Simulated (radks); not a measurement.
Charge is removed step by step from the 5s down level of I, starting from [Kr] 4d10 5s(up 1, down 1) 5p5. Method: scalar-relativistic Kohn-Sham, PBE, spin-polarised, spherical densities, point nucleus; open shells are filled with parallel spins first (spin-orbit coupling, left out, can overturn this in heavy ions); computed with a radial shooting solver on a logarithmic mesh with Libxc functionals.

| removed (e) | E - E(0) (eV) | eigenvalue (eV) | E minus straight line (eV) |
|---|---|---|---|
| 0 | 0.000 | -17.074 | 0.000 |
| 0.125 | 2.201 | -18.150 | -0.489 |
| 0.25 | 4.538 | -19.245 | -0.842 |
| 0.375 | 7.012 | -20.356 | -1.057 |
| 0.5 | 9.626 | -21.482 | -1.133 |
| 0.625 | 12.382 | -22.624 | -1.066 |
| 0.75 | 15.282 | -23.778 | -0.857 |
| 0.875 | 18.327 | -24.946 | -0.502 |
| 1 | 21.518 | -26.126 | 0.000 |

Removing the whole electron costs 21.518 eV by Delta-SCF, against 17.074 eV from minus the eigenvalue at the starting occupation. Slater's transition state (half an electron removed) gives 21.482 eV. Integrating minus the eigenvalue over the occupation (Janak's theorem) gives 21.521 eV. In this scalar-relativistic scheme the density is built from large components alone, so the theorem holds only approximately. The mean slope of the eigenvalue, de/dn, is 9.05 eV per electron.
